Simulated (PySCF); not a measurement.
## A series of derivatives of silane

Parent skeleton `[SiH4:1]`; one hydrogen on atom 1 is replaced by X. Hydrogens on one atom are averaged.

- PBE0/pcSseg-1 with gauge-including orbitals
- GFN2-xTB structure
- code: PySCF 2.14.0 with density-fitted response routines
- equivalent nuclei averaged, no relativistic terms, isolated molecule, one computed conformer

δ = σ(ref) − σ, references computed at the same level: 29Si, 1H vs TMS.

Parent (X = H): Si1 -111.7, H(Si1) 3.43 ppm. Effects are Δδ = δ(X) − δ(H), positive for deshielding.

(1) Order these by the shift of H(Si1), most shielded first.
A. X = OiPr
B. X = NHCOCH3
C. X = OSiMe3
D. X = CONH2
E. X = CONMe2
F. X = COOCH3

(2) Order these by the shift of Si1, most shielded first.
A. X = isopropenyl
B. X = OiPr
C. X = CONMe2
D. X = CONH2
E. X = N(SiH3)2
F. X = OSiMe3

Answers

(1) D (+0.52 ppm), F (+0.64 ppm), E (+0.87 ppm), B (+1.05 ppm), A (+1.48 ppm), C (+1.72 ppm).

(2) D (+19.3 ppm), C (+24.9 ppm), A (+42.6 ppm), F (+64.2 ppm), B (+66.2 ppm), E (+68.8 ppm).
